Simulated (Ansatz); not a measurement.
A structure relaxed at PBE0-D4/def2-SVP in Ansatz, charge 0, singlet:

```xyz
18

Ga   -1.246   -1.594   -0.470
Ga   -0.704    1.746   -0.338
Ga    1.705   -0.443    0.727
N    -1.629    0.151    0.450
N     1.142    1.459    0.405
N     0.722   -1.330   -0.778
H    -1.379   -2.771    0.566
H    -2.001   -1.545   -1.851
H    -0.585    1.515   -1.892
H    -1.306    3.051    0.311
H     3.254   -0.561    0.462
H     1.015   -0.877    2.077
H    -2.636    0.319    0.411
H    -1.413    0.070    1.446
H     1.234    1.970    1.285
H     1.810    1.906   -0.224
H     0.871   -0.818   -1.650
H     1.146   -2.247   -0.937
```

Q: Give its formula.

A: Ga3N3H12 (started as a model of: (H2Ga-mu-NH2)3).

Q: Summarise the bond lengths by kind (pairs closer than 1.2 times the sum of covalent radii, bridged metal pairs left out).

A: 6 × Ga–N 2.00 to 2.01 Å; 6 × Ga–H 1.57 to 1.58 Å; 6 × H–N 1.02 Å.
